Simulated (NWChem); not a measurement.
The numbers come from NWChem runs, not from measurements. System: F2S, charge 1, spin multiplicity 2, at the geometry of a parent with another charge or spin, in a state set for the comparison that need not be this species' ground state. Its SCF solution wasn't tested for a lower state. Level: UPBE0/6-311G** (spherical d).

The NWChem input:

```
start mol
memory heap 200 mb stack 900 mb global 1100 mb
charge 1
geometry units angstroms nocenter noautoz
  F      1.239961     0.000000    -0.494002
  S      0.000000     0.000000     0.555752
  F     -1.239961     0.000000    -0.494002
  symmetry group C2v
end
basis spherical
  * library 6-311g**
end
dft
  xc pbe0
  odft
  mult 2
  semidirect memsize 60000000 filesize 0
  iterations 100
end
task dft energy
```

NWChem printed:

```
             Northwest Computational Chemistry Package (NWChem) 7.3.0
             --------------------------------------------------------

                                NWChem Input Module
                                -------------------

 Scaling coordinates for geometry "geometry" by  1.889725989
 (inverse scale =  0.529177249)

 Turning off AUTOSYM since
 SYMMETRY directive was detected!

                             Geometry "geometry" -> ""
                             -------------------------

 Output coordinates in angstroms (scale by  1.889725989 to convert to a.u.)

  No.       Tag          Charge          X              Y              Z
 ---- ---------------- ---------- -------------- -------------- --------------
    1 F                    9.0000     1.23996100     0.00000000    -0.49400200
    2 S                   16.0000     0.00000000     0.00000000     0.55575200
    3 F                    9.0000    -1.23996100     0.00000000    -0.49400200

 Effective nuclear repulsion energy (a.u.)     111.0908664406

            Nuclear Dipole moment (a.u.)
            ----------------------------
        X                 Y               Z
 ---------------- ---------------- ----------------
     0.0000000000     0.0000000000    -0.0000075589

      Symmetry information
      --------------------

 Group name             C2v
 Group number             16
 Group order               4
 No. of unique centers     2

      Symmetry unique atoms

     1    2


 Summary of "ao basis" -> "" (spherical)
 ------------------------------------------------------------------------------
       Tag                 Description            Shells   Functions and Types
 ---------------- ------------------------------  ------  ---------------------
 *                          6-311g**                  on all atoms

                                 NWChem DFT Module
                                 -----------------

 Summary of "ao basis" -> "ao basis" (spherical)
 ------------------------------------------------------------------------------
       Tag                 Description            Shells   Functions and Types
 ---------------- ------------------------------  ------  ---------------------
 F                          6-311g**                 8       18   4s3p1d
 S                          6-311g**                12       26   6s5p1d

 Summary of "ao basis" -> "ao basis" (spherical)
 ------------------------------------------------------------------------------
       Tag                 Description            Shells   Functions and Types
 ---------------- ------------------------------  ------  ---------------------
 F                          6-311g**                 8       18   4s3p1d
 S                          6-311g**                12       26   6s5p1d

      Symmetry analysis of basis
      --------------------------

        a1         26
        a2          6
        b1         19
        b2         11

            General Information
            -------------------
          SCF calculation type: DFT
          Wavefunction type:  spin polarized.
          No. of atoms     :     3
          No. of electrons :    33
           Alpha electrons :    17
            Beta electrons :    16
          Charge           :     1
          Spin multiplicity:     2
          Use of symmetry is: on ; symmetry adaption is: on
          Maximum number of iterations: 100
          AO basis - number of functions:    62
                     number of shells:    28
          Convergence on energy requested:  1.00D-06
          Convergence on density requested:  1.00D-05
          Convergence on gradient requested:  5.00D-04

              XC Information
              --------------
                         PBE0 Method XC Functional
                     Hartree-Fock (Exact) Exchange  0.250
          PerdewBurkeErnzerhof Exchange Functional  0.750
            Perdew 1991 LDA Correlation Functional  1.000 local
           PerdewBurkeErnz. Correlation Functional  1.000 non-local

             Grid Information
             ----------------
          Grid used for XC integration:  medium
          Radial quadrature: Mura-Knowles
          Angular quadrature: Lebedev.
          Tag              B.-S. Rad. Rad. Pts. Rad. Cut. Ang. Pts.
          ---              ---------- --------- --------- ---------
          F                   0.50       49           7.0       434
          S                   1.00       88           6.0       590
          Grid pruning is: on
          Number of quadrature shells:   137
          Spatial weights used:  Erf1

          Convergence Information
          -----------------------
          Convergence aids based upon iterative change in
          total energy or number of iterations.
          Levelshifting, if invoked, occurs when the
          HOMO/LUMO gap drops below (HL_TOL):  1.00D-02
          DIIS, if invoked, will attempt to extrapolate
          using up to (NFOCK): 10 stored Fock matrices.

                    Damping( 0%)  Levelshifting(0.5)       DIIS
                  --------------- ------------------- ---------------
          dE  on:    start            ASAP                start
          dE off:    2 iters        100 iters           100 iters

      Screening Tolerance Information
      -------------------------------
          Density screening/tol_rho:  1.00D-10
          AO Gaussian exp screening on grid/accAOfunc:  14
          CD Gaussian exp screening on grid/accCDfunc:  20
          XC Gaussian exp screening on grid/accXCfunc:  20
          Schwarz screening/accCoul:  1.00D-08
[...]
    13      0.275084  1 F  pz                57      0.275084  3 F  pz
    24     -0.260642  2 S  s                 23     -0.224834  2 S  s
     5      0.206429  1 F  pz                49      0.206429  3 F  pz
    36     -0.193353  2 S  pz                33     -0.131204  2 S  pz

 Vector   16  Occ=1.000000D+00  E=-7.672501D-01  Symmetry=b1
              MO Center= -1.1D-11,  7.6D-16, -4.5D-01, r^2= 2.0D+00
   Bfn.  Coefficient  Atom+Function         Bfn.  Coefficient  Atom+Function
  ----- ------------  ---------------      ----- ------------  ---------------
     7      0.284196  1 F  px                51      0.284196  3 F  px
    11      0.246730  1 F  px                55      0.246730  3 F  px
     3      0.192817  1 F  px                47      0.192817  3 F  px
     9      0.184471  1 F  pz                53     -0.184471  3 F  pz
    13      0.161283  1 F  pz                57     -0.161283  3 F  pz

 Vector   17  Occ=1.000000D+00  E=-6.505081D-01  Symmetry=b2
              MO Center=  4.8D-15, -6.1D-15,  2.6D-01, r^2= 1.7D+00
   Bfn.  Coefficient  Atom+Function         Bfn.  Coefficient  Atom+Function
  ----- ------------  ---------------      ----- ------------  ---------------
    35      0.616906  2 S  py                32      0.301349  2 S  py
     8     -0.213033  1 F  py                52     -0.213033  3 F  py
    12     -0.208599  1 F  py                56     -0.208599  3 F  py
    29     -0.193155  2 S  py                 4     -0.148777  1 F  py
    48     -0.148777  3 F  py                38      0.103837  2 S  py

 Vector   18  Occ=0.000000D+00  E=-3.980894D-01  Symmetry=b1
              MO Center= -4.5D-15, -1.5D-16,  5.0D-01, r^2= 1.9D+00
   Bfn.  Coefficient  Atom+Function         Bfn.  Coefficient  Atom+Function
  ----- ------------  ---------------      ----- ------------  ---------------
    34      0.734367  2 S  px                37      0.302485  2 S  px
    31      0.263327  2 S  px                10     -0.246456  1 F  s
    54      0.246456  3 F  s                 13     -0.220317  1 F  pz
    57      0.220317  3 F  pz                 9     -0.188960  1 F  pz
    53      0.188960  3 F  pz                28     -0.179732  2 S  px

 Vector   19  Occ=0.000000D+00  E=-3.723033D-01  Symmetry=a1
              MO Center=  1.0D-14,  6.1D-16,  1.5D-01, r^2= 1.8D+00
   Bfn.  Coefficient  Atom+Function         Bfn.  Coefficient  Atom+Function
  ----- ------------  ---------------      ----- ------------  ---------------
    36      0.690118  2 S  pz                24     -0.356155  2 S  s
    23     -0.315306  2 S  s                 39      0.288105  2 S  pz
    10      0.285810  1 F  s                 54      0.285810  3 F  s
    11     -0.278040  1 F  px                55      0.278040  3 F  px
    33      0.250601  2 S  pz                 7     -0.220190  1 F  px

 Vector   20  Occ=0.000000D+00  E=-6.638899D-02  Symmetry=b2
              MO Center=  4.4D-16,  1.1D-15,  6.1D-01, r^2= 5.5D+00
   Bfn.  Coefficient  Atom+Function         Bfn.  Coefficient  Atom+Function
  ----- ------------  ---------------      ----- ------------  ---------------
    38      1.253698  2 S  py                35     -0.627299  2 S  py
    32     -0.154012  2 S  py                29      0.099585  2 S  py
    12     -0.082921  1 F  py                56     -0.082921  3 F  py
    41      0.070778  2 S  d -1              26      0.054397  2 S  py
     8     -0.030125  1 F  py                52     -0.030125  3 F  py

                     DFT Final Beta Molecular Orbital Analysis
                     -----------------------------------------

 Vector   14  Occ=1.000000D+00  E=-7.640037D-01  Symmetry=b1
              MO Center=  2.5D-13,  5.5D-14, -4.5D-01, r^2= 2.0D+00
   Bfn.  Coefficient  Atom+Function         Bfn.  Coefficient  Atom+Function
  ----- ------------  ---------------      ----- ------------  ---------------
     7      0.282985  1 F  px                51      0.282985  3 F  px
    11      0.247095  1 F  px                55      0.247095  3 F  px
     3      0.192075  1 F  px                47      0.192075  3 F  px
     9      0.184959  1 F  pz                53     -0.184959  3 F  pz
    13      0.163003  1 F  pz                57     -0.163003  3 F  pz

 Vector   15  Occ=1.000000D+00  E=-7.614901D-01  Symmetry=a2
              MO Center=  7.2D-14, -5.5D-14, -4.7D-01, r^2= 2.0D+00
   Bfn.  Coefficient  Atom+Function         Bfn.  Coefficient  Atom+Function
  ----- ------------  ---------------      ----- ------------  ---------------
     8      0.326367  1 F  py                52     -0.326367  3 F  py
    12      0.307906  1 F  py                56     -0.307906  3 F  py
     4      0.226387  1 F  py                48     -0.226387  3 F  py
    40      0.069245  2 S  d -2

 Vector   16  Occ=1.000000D+00  E=-7.565786D-01  Symmetry=a1
              MO Center= -2.5D-13, -2.1D-14, -9.0D-02, r^2= 2.1D+00
   Bfn.  Coefficient  Atom+Function         Bfn.  Coefficient  Atom+Function
  ----- ------------  ---------------      ----- ------------  ---------------
     9      0.291193  1 F  pz                53      0.291193  3 F  pz
    24     -0.280045  2 S  s                 23     -0.267793  2 S  s
    13      0.266433  1 F  pz                57      0.266433  3 F  pz
    36     -0.228137  2 S  pz                 5      0.199339  1 F  pz
    49      0.199339  3 F  pz                33     -0.145856  2 S  pz

 Vector   17  Occ=0.000000D+00  E=-4.941859D-01  Symmetry=b2
              MO Center= -6.6D-15,  9.5D-15,  3.8D-01, r^2= 1.6D+00
   Bfn.  Coefficient  Atom+Function         Bfn.  Coefficient  Atom+Function
  ----- ------------  ---------------      ----- ------------  ---------------
    35      0.643429  2 S  py                32      0.296010  2 S  py
    29     -0.197009  2 S  py                12     -0.185534  1 F  py
    56     -0.185534  3 F  py                 8     -0.179269  1 F  py
    52     -0.179269  3 F  py                38      0.165575  2 S  py
     4     -0.125248  1 F  py                48     -0.125248  3 F  py

 Vector   18  Occ=0.000000D+00  E=-3.849811D-01  Symmetry=b1
              MO Center= -3.7D-15, -7.6D-16,  5.2D-01, r^2= 1.9D+00
   Bfn.  Coefficient  Atom+Function         Bfn.  Coefficient  Atom+Function
  ----- ------------  ---------------      ----- ------------  ---------------
    34      0.727299  2 S  px                37      0.315181  2 S  px
    31      0.265582  2 S  px                10     -0.247269  1 F  s
    54      0.247269  3 F  s                 13     -0.215210  1 F  pz
    57      0.215210  3 F  pz                 9     -0.185734  1 F  pz
    53      0.185734  3 F  pz                28     -0.180343  2 S  px

 Vector   19  Occ=0.000000D+00  E=-3.507390D-01  Symmetry=a1
              MO Center=  3.1D-15, -1.1D-15,  1.1D-01, r^2= 1.8D+00
   Bfn.  Coefficient  Atom+Function         Bfn.  Coefficient  Atom+Function
  ----- ------------  ---------------      ----- ------------  ---------------
    36      0.675716  2 S  pz                24     -0.368573  2 S  s
    23     -0.347363  2 S  s                 39      0.299485  2 S  pz
    10      0.287793  1 F  s                 54      0.287793  3 F  s
    11     -0.275470  1 F  px                55      0.275470  3 F  px
    33      0.251906  2 S  pz                 7     -0.221510  1 F  px

   alpha - beta orbital overlaps
   -----------------------------

   alpha      1      2      3      4      5      6      7      8      9     10
    beta      1      3      2      4      5      7      6      8      9     10
 overlap   1.000  1.000  1.000  1.000  1.000  1.000  1.000  1.000  1.000  0.997

   alpha     11     12     13     14     15     16     17     18     19     20
    beta     11     12     13     15     16     14     17     18     19     20
 overlap   1.000  0.996  0.992  1.000  0.996  1.000  0.991  1.000  0.999  0.999

   alpha     21     22     23     24     25     26     27     28     29     30
    beta     21     22     23     25     24     26     27     28     29     30
 overlap   1.000  1.000  1.000  1.000  0.997  1.000  0.996  1.000  1.000  1.000

   alpha     31     32     33     34     35     36     37     38     39     40
    beta     31     33     32     34     35     36     37     38     39     40
 overlap   1.000  1.000  1.000  1.000  1.000  1.000  1.000  1.000  1.000  0.996

   alpha     41     42     43     44     45     46     47     48     49     50
    beta     41     42     43     44     45     46     47     48     49     50
 overlap   1.000  1.000  0.996  0.998  1.000  1.000  0.998  0.999  1.000  1.000

   alpha     51     52     53     54     55     56     57     58     59     60
    beta     51     53     52     54     55     56     57     58     59     60
 overlap   1.000  1.000  1.000  1.000  1.000  1.000  1.000  1.000  1.000  1.000

   alpha     61     62
    beta     61     62
 overlap   1.000  1.000

     --------------------------
     Expectation value of S2:
     --------------------------
      <S2> =      0.7538 (Exact =     0.7500)

 center of mass
 --------------
 x =   0.00000000 y =   0.00000000 z =  -0.02706085

 moments of inertia (a.u.)
 ------------------
          68.325947956340           0.000000000000           0.000000000000
           0.000000000000         276.948256009897           0.000000000000
           0.000000000000           0.000000000000         208.622308053556

     Multipole analysis of the density
     ---------------------------------

     L   x y z        total         alpha         beta         nuclear
     -   - - -        -----         -----         ----         -------
     0   0 0 0      1.000000    -17.000000    -16.000000     34.000000

     1   1 0 0     -0.000000      0.000000     -0.000000      0.000000
     1   0 1 0     -0.000000     -0.000000     -0.000000      0.000000
     1   0 0 1      1.154942      0.232538      0.922412     -0.000008

     2   2 0 0    -13.748599    -57.159731    -55.418283     98.829416
     2   1 1 0     -0.000000     -0.000000      0.000000      0.000000
     2   1 0 1      0.000000      0.000000     -0.000000      0.000000
     2   0 2 0    -13.843433     -7.923955     -5.919478      0.000000
     2   0 1 1     -0.000000     -0.000000     -0.000000      0.000000
     2   0 0 2    -12.547140    -23.809661    -22.071394     33.333915

 Task  times  cpu:        1.1s     wall:        1.1s

 Total times  cpu:        1.2s     wall:        1.2s
```
